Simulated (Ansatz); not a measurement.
BH7N2Si, SMILES `NB[SiH2]N`. The species carries charge 0 and has multiplicity 1.

```xyz
11

N     1.979   -0.128    0.799
B     0.627   -0.437    0.843
Si   -0.704    0.646   -0.227
N    -1.753   -0.239   -1.291
H     2.683   -0.630    1.315
H     2.352    0.631    0.252
H     0.302   -1.369    1.529
H    -1.610    1.398    0.691
H     0.041    1.652   -1.051
H    -1.342   -0.862   -1.969
H    -2.575   -0.663   -0.891
```

Problem. List the harmonic frequencies (cm⁻¹, unscaled) at PBE0-D4/def2-TZVP in Ansatz. (Best estimate.)

Solution. Ansatz gave: 62, 77, 157, 248, 429, 441, 573, 610, 660, 726, 829, 855, 904, 919, 924, 927, 1148, 1359, 1585, 1645, 2153, 2189, 2574, 3590, 3591, 3681, 3681.

Problem. Is this a minimum?

Solution. Yes, all 27 modes are real.

Problem. Give the ideal-gas thermochemistry at 298.15 K and 1 bar (rigid rotor, harmonic oscillator; point group C1, symmetry number 1).

Solution. Zero-point energy 218.5 kJ/mol; H(298) − E = 239.5 kJ/mol; entropy 340.2 J/(mol·K), of which translation 162.5, rotation 106.9, vibration 70.8; G(298) − E = 138.1 kJ/mol. Modes under 100 cm⁻¹ are hindered rotations or soft bends, so the harmonic entropy is rough.

Problem. And at 400, 500, 600, 800 and 1000 K?

Solution. 
```
T (K)  H − E (kJ/mol)  S (J/mol/K)  G − E (kJ/mol)
  400           251.6        375.0           101.6
  500           265.4        405.8            62.5
  600           280.8        433.8            20.5
  800           315.1        483.0           -71.3
 1000           352.9        525.1          -172.2
```

Problem. Rotational constants (cm⁻¹)?

Solution. 0.5198, 0.08806, 0.08357.
